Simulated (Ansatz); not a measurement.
`[Cl][In]([Cl])[CH]1BO1` + `N=C=O` → `O=C=[N][In]([Cl])[Cl]` + `B1CO1` at 600 K and 1 bar (ligand exchange at the In–C bond).

Isolated molecules relaxed with PBE0-D4/def2-TZVP in Ansatz; ΔE leaves out vibrations. CBS: MP2 limit from def2 TZ/QZ plus the TZ coupled-cluster correction, frozen cores. This one scheme is used for every species. def2 core potentials past Kr. For In outer-core shells are correlated without core-valence functions, which leaves a few kJ/mol of doubt a bond. Each species was taken in one conformer, which may not be the lowest.

```tsv
species	CCSD(T)/CBS energy (Eh)	H − E (kJ/mol)	S (J/(mol·K))
`[Cl][In]([Cl])[CH]1BO1`	-1248.67600	152.9	494.5
`N=C=O`	-168.51995	83.3	274.5
`O=C=[N][In]([Cl])[Cl]`	-1277.41850	96.3	476.6
`B1CO1`	-139.80191	141.7	292.0
```

H − E and S are ideal-gas, rigid-rotor, harmonic terms from PBE0-D4/def2-TZVP, for one conformer and one mirror image of each species. 1 Eh = 2625.50 kJ/mol, R = 8.31446 J/(mol·K).

Q: By hand: ΔE, ΔH, ΔS and ΔG.

A: ΔE = (-1277.41850) + (-139.80191) − (-1248.67600) − (-168.51995) = -0.02446 Eh = -64.2 kJ/mol. Δ(H − E) = 96.3 + 141.7 − 152.9 − 83.3 = 1.8, so ΔH = -62.4 kJ/mol. ΔS = 476.6 + 292.0 − 494.5 − 274.5 = -0.4 J/(mol·K). ΔG = -62.4 − 600 × (-0.4)/1000 = -62.2 kJ/mol.

Q: By hand: the equilibrium constant, and the temperature at which ΔG would vanish if ΔH and ΔS stayed fixed.

A: log₁₀ K = −ΔG/(RT ln 10) = 5.4. ΔG = 0 at ΔH/ΔS = 156000 K, far beyond where these terms or the molecules hold.

The number of gas molecules stays the same, so ΔS is small and ΔH decides. A doubt of 5 kJ/mol in ΔE shifts log₁₀ K by 0.4 here. Other conformers and mirror images would add mixing entropy, several J/(mol·K) or more a flexible species. Modes under 60 cm⁻¹, often nearly free rotors, make the harmonic entropy too high. These are equilibria of isolated gas molecules and say nothing of rates. Largest T1 diagnostic: 0.018 (customary marks: 0.02 for closed shells, 0.045 for open ones).
